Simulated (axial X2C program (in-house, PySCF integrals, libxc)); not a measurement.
**NaNi⁺: cheaper levels and CCSD(T), with spin–orbit coupling**

All values were computed with an in-house relativistic program for diatomic molecules. Two-component (2c) means X2C with spin–orbit coupling and atomic mean-field two-electron Coulomb and Gaunt terms. Basis: Ni dyall-cv3z [9s9p6d3f2g], Na dyall-cv3z [9s8p5d2f] (cores contracted in-house); Gaussian nuclei, density fitting, unrestricted open shells. Masses: Ni 57.935 u, Na 22.990 u.

State: Ω = 3 (⟨Sz⟩ = 1.00, ⟨Lz⟩ = 2.00 at HF); fragments Ni + Na+.

```json
{"level": "PBE0", "Re (Å)": "2.940", "ωe (cm⁻¹)": "144.8"}
{"level": "HF", "Re (Å)": "3.238", "ωe (cm⁻¹)": "118.1"}
{"level": "MP2", "Re (Å)": "3.078", "ωe (cm⁻¹)": "133.3"}
{"level": "CCSD", "Re (Å)": "3.142", "ωe (cm⁻¹)": "123.2"}
{"level": "LDA", "Re (Å)": "2.839", "ωe (cm⁻¹)": "150.3"}
```

Correlated methods: 10 electrons correlated (number of frozen shells: Ni 3 s, 2 p; Na 2 s, 1 p), 272 virtual spin orbitals or spinors in MP2, 90 natural virtuals in coupled cluster.

CCSD(T), same Hamiltonian and basis:

Re = 3.139 Å, ωe = 122.9 cm⁻¹; T1 = 0.031 (Lee–Taylor normalisation).

Question: Give the differences from CCSD(T) in the columns below.

Answer: 

```csv
level,ΔRe (Å),Δωe (cm⁻¹)
PBE0,-0.199,21.9
HF,0.099,-4.8
MP2,-0.061,10.4
CCSD,0.003,0.3
LDA,-0.300,27.4
```

One determinant describes the state; a PBE0 search over occupations chose it and may have missed a lower one. De is not given where an atomic determinant may have missed its ground term or J level, or where the truncated virtual space spoils (T). Density functionals use the spin component along the axis (collinear). Coupled cluster ran in a truncated set of natural virtual spinors; the MP2 energy of the rest was added. (T) has no such correction and the atoms are truncated less, which lowers De at CCSD(T) by a hundredth of an eV or more. Other states lie close and PBE0, whose exact exchange favours high spin, may order them wrongly; the determinant shown need not be the ground state. The nearest other spin-free determinant of the search, M_S = 1, Λ = 0, lies 0.03 eV up at the distance of the search. The functionals have no current-density term, which raises determinants with orbital currents, atoms included. The atomic limit has a lower orbital projection than the molecule and lies lower at mean-field level, so De may be about a tenth of an eV too small. With several unpaired electrons one determinant need not be a pure state. A state of lower Ω lies just above, and one determinant can place such states too high, so the state shown need not be the lowest. The search has Ω = 2 only 0.07 eV up. At some level and bond length an empty orbital lies below a filled one.
